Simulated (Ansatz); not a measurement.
Dissociation curve of ClBe (cation, charge +1), lowest singlet found (which spin is the ground state isn't settled by this scan).

RKS-PBE = restricted PBE/cc-pVDZ in Ansatz (a first-principles code); UKS-PBE = unrestricted PBE/cc-pVDZ run with Ansatz; UKS-B3LYP = unrestricted B3LYP/cc-pVDZ (Ansatz); FCI = Ansatz with full CI/cc-pVDZ, frozen core.

Energies relative to the lowest point of each curve between 1.42 and 2.15 Å, where full CI is lowest, in kcal/mol; the last columns give the error against full CI:

| R / Å | RKS-PBE | UKS-PBE | UKS-B3LYP | FCI | RKS-PBE − FCI | UKS-PBE − FCI | UKS-B3LYP − FCI |
|---|---|---|---|---|---|---|---|
| 1.42 | 51.5 | 51.5 | 50.1 | 53.8 | -2.3 | -2.3 | -3.7 |
| 1.56 | 12.8 | 12.8 | 12.1 | 13.5 | -0.7 | -0.7 | -1.5 |
| 1.64 | 3.5 | 3.5 | 3.1 | 3.7 | -0.2 | -0.2 | -0.6 |
| 1.73 | 0.0 | 0.0 | 0.0 | 0.0 | 0.0 | 0.0 | 0.0 |
| 1.79 | 0.6 | 0.6 | 0.9 | 0.6 | 0.0 | 0.0 | 0.3 |
| 1.88 | 4.5 | 4.5 | 5.1 | 4.6 | -0.1 | -0.1 | 0.5 |
| 1.94 | 8.6 | 8.6 | 9.4 | 8.8 | -0.2 | -0.2 | 0.6 |
| 2.01 | 14.2 | 14.2 | 15.3 | 14.6 | -0.4 | -0.4 | 0.7 |
| 2.08 | 20.5 | 20.5 | 21.9 | 21.2 | -0.6 | -0.6 | 0.7 |
| 2.15 | 27.2 | 27.2 | 28.8 | 28.1 | -0.9 | -0.9 | 0.7 |
| 2.22 | 34.1 | 34.1 | 35.8 | 35.2 | -1.1 | -1.1 | 0.7 |
| 2.37 | 48.6 | 48.6 | 50.7 | 49.8 | -1.2 | -1.2 | 0.9 |
| 2.51 | 61.2 | 61.0 | 63.5 | 62.0 | -0.8 | -1.0 | 1.5 |
| 2.69 | 75.4 | 73.8 | 76.7 | 74.7 | 0.7 | -0.9 | 2.0 |
| 2.89 | 88.3 | 83.9 | 85.0 | 84.7 | 3.6 | -0.8 | 0.3 |

RKS-PBE is furthest from FCI at 2.89 (3.6 kcal/mol, above); its mean absolute error over the points is 0.9 kcal/mol.

UKS-PBE is furthest from FCI at 1.42 (-2.3 kcal/mol, below); its mean absolute error over the points is 0.7 kcal/mol.

UKS-B3LYP is furthest from FCI at 1.42 (-3.7 kcal/mol, below); its mean absolute error over the points is 1.0 kcal/mol.

The scan ran from 1.42 to 6.71 Å; beyond the distances shown full CI changes its symmetry label. The restricted form behind RKS-PBE keeps the bonding electrons paired and can't separate into open-shell fragments. The unrestricted determinant behind UKS-PBE is spin-contaminated at 2.51 to 2.89 Å (<S²> up to 0.7, against 0.00 for a pure singlet). The unrestricted determinant behind UKS-B3LYP is spin-contaminated at 2.51 to 2.89 Å (<S²> up to 0.8, against 0.00 for a pure singlet).
